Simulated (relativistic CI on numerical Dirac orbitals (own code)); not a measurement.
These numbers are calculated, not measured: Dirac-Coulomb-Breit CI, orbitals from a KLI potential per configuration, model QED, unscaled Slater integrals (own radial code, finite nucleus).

The strongest absorption lines from the ground level of an ion, among the configurations computed and to levels below about 116 eV (vacuum wavelength in Å, gf): 107.94 (0.42), 115.69 (2.9), 117.06 (0.79), 118.33 (0.85), 118.68 (2.2), 125.06 (0.31), 125.65 (0.39), 127.95 (1.1).

Question: Which ion is it?
A. As¹¹⁺
B. Cu⁵⁺
C. Br¹¹⁺
D. As⁹⁺

Answer: D. As⁹⁺ has 24 electrons and the ground level 3s²3p⁶3d⁶ ⁵D4; the strongest line goes to 3s²3p⁵3d⁷ ⁵D°4. The pattern of lines fixes the number of electrons, and along that sequence the line energies rise steadily with the charge (about as its square where n changes within one kind of shell, about linearly where n is kept but much faster in heavy ions where fine structure, which grows about as Z⁴, sets the gap, and irregularly where shells cross), which fixes Z. Configurations outside the model, such as inner-shell arrays, can give stronger lines. At this charge energies of transitions that change n are usually good to better than 1 %, and those within a shell (Δn = 0) to a few per cent. Terms inside the open d or f shell come out 10 to 20 % too wide with unscaled integrals.
